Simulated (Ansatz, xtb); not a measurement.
**Ranking isomers of C5H8Si**

3 gas-phase structures of C5H8Si, from a drawn sample of its isomers (lower ones may exist). Each was relaxed with GFN2-xTB:

A. `C#C[C@@H]1C[C@@H]1[SiH3]`, a singlet
B. `C#CC1([SiH3])CC1`, a singlet
C. `C#C[C@@H]1C[C@H]1[SiH3]`, a singlet

Estimate their order in r2SCAN-D4/def2-SVP energy at these geometries, lowest first.

Calculated order at r2SCAN-D4/def2-SVP: B (0.000), C (0.021), A (0.026) eV. Less than 1 kcal/mol parts B and C; C and A, so the order within those pairs means little.

Energies above the lowest of each column, in eV; the last columns are at B3LYP-D3(BJ)/def2-SVP geometries:

```json
{"structure": "B", "GFN2-xTB": "0.000", "HF/STO-3G": "0.002", "r2SCAN-D4/def2-SVP": "0.000", "B3LYP-D3(BJ)/def2-SVP": "0.000", "CCSD(T)/def2-SVP + ΔMP2/def2-TZVPP": "0.000"}
{"structure": "C", "GFN2-xTB": "0.020", "HF/STO-3G": "0.000", "r2SCAN-D4/def2-SVP": "0.021", "B3LYP-D3(BJ)/def2-SVP": "0.023", "CCSD(T)/def2-SVP + ΔMP2/def2-TZVPP": "0.032"}
{"structure": "A", "GFN2-xTB": "0.037", "HF/STO-3G": "0.012", "r2SCAN-D4/def2-SVP": "0.026", "B3LYP-D3(BJ)/def2-SVP": "0.026", "CCSD(T)/def2-SVP + ΔMP2/def2-TZVPP": "0.043"}
```

Every level run on B puts it lowest or level with the lowest. ΔMP2 is the change of the MP2 energy from the smaller to the larger basis.

Programs: Ansatz 0.2.0, xtb 6.7.1.
